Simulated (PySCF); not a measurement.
ECD: `FC[C@@H]1CO[SiH2][C@H]1F`, C₄H₈F₂OSi

Geometry (Å), atoms numbered from 1 in this order:
```xyz
16

F    -1.908   -1.086    1.144
C    -1.940   -0.044    0.248
C    -0.545    0.244   -0.291
C     0.098   -0.989   -0.937
O     1.491   -0.804   -1.031
Si    2.141    0.237    0.047
C     0.431    0.733    0.783
F     0.257    2.094    0.984
H    -2.336    0.823    0.785
H    -2.627   -0.339   -0.551
H    -0.629    1.039   -1.039
H    -0.098   -1.876   -0.326
H    -0.286   -1.162   -1.945
H     2.958   -0.469    1.024
H     2.772    1.342   -0.656
H     0.214    0.265    1.748
```

Theory: TDDFT wB97X-D/def2-SVPD circular dichroism and optical rotation, one conformer, gas phase (PySCF). Geometry: GFN2-xTB.

The molecule is flexible and this is one conformer; a measurement averages over conformers.

(1) Assign R or S to each stereocentre.

(2) List the lowest 16 singlet excitations with oscillator and rotatory strengths.

## Answers

(1) C3 S, C7 R.

(2) Rotatory strengths R in 10⁻⁴⁰ esu² cm², velocity form and length form (origin at the centre of mass); f in length form.
| state | E (eV) | λ (nm) | f | R (velocity) | R (length) | main |
| --- | --- | --- | --- | --- | --- | --- |
| 1 | 7.06 | 176 | 0.032 | -5.0 | -5.8 | HOMO→LUMO 0.91 |
| 2 | 7.11 | 174 | 0.0007 | -10.4 | -10.8 | HOMO−1→LUMO 0.91 |
| 3 | 7.92 | 156 | 0.017 | -5.9 | -6.1 | HOMO−1→LUMO+1 0.65, HOMO−1→LUMO+3 0.12 |
| 4 | 8.05 | 154 | 0.015 | -6.3 | -6.2 | HOMO→LUMO+1 0.70, HOMO→LUMO+3 0.17 |
| 5 | 8.33 | 149 | 0.032 | -41.3 | -39.7 | HOMO→LUMO+4 0.49, HOMO→LUMO+6 0.10 |
| 6 | 8.40 | 148 | 0.023 | -5.7 | -4.0 | HOMO−2→LUMO 0.75 |
| 7 | 8.63 | 144 | 0.033 | +28.7 | +26.1 | HOMO−3→LUMO 0.61, HOMO−1→LUMO+3 0.09 |
| 8 | 8.70 | 143 | 0.005 | +21.3 | +18.6 | HOMO−1→LUMO+3 0.29, HOMO−1→LUMO+4 0.21 |
| 9 | 8.78 | 141 | 0.012 | +7.9 | +7.8 | HOMO−1→LUMO+2 0.39, HOMO−1→LUMO+3 0.18 |
| 10 | 8.94 | 139 | 0.030 | +23.8 | +23.1 | HOMO→LUMO+3 0.39, HOMO→LUMO+2 0.11 |
| 11 | 9.00 | 138 | 0.128 | +11.3 | +10.4 | HOMO→LUMO+2 0.67, HOMO→LUMO+3 0.15 |
| 12 | 9.05 | 137 | 0.015 | -21.0 | -20.6 | HOMO−1→LUMO+2 0.30, HOMO−1→LUMO+4 0.15 |
| 13 | 9.11 | 136 | 0.015 | +19.2 | +18.9 | HOMO−2→LUMO+1 0.55 |
| 14 | 9.18 | 135 | 0.003 | -12.0 | -10.7 | HOMO−1→LUMO+5 0.28, HOMO−1→LUMO+3 0.10 |
| 15 | 9.27 | 134 | 0.023 | -0.3 | +1.5 | HOMO→LUMO+5 0.26, HOMO−1→LUMO+5 0.22 |
| 16 | 9.34 | 133 | 0.044 | -20.8 | -21.2 | HOMO−6→LUMO 0.20, HOMO−4→LUMO 0.18 |

For state 15 the two forms differ in sign, so the sign of R isn't settled.

Among the states computed, the strongest CD band (largest |R|) is state 5. The largest dissymmetry factor in size, g = 4R/(D+G), with D and G the electric and magnetic dipole strengths, is -0.16 for state 2 (velocity form, f = 0.0007), among bands with |R| over 0.5. The mirror image has the same energies and oscillator strengths and all R with the opposite sign.
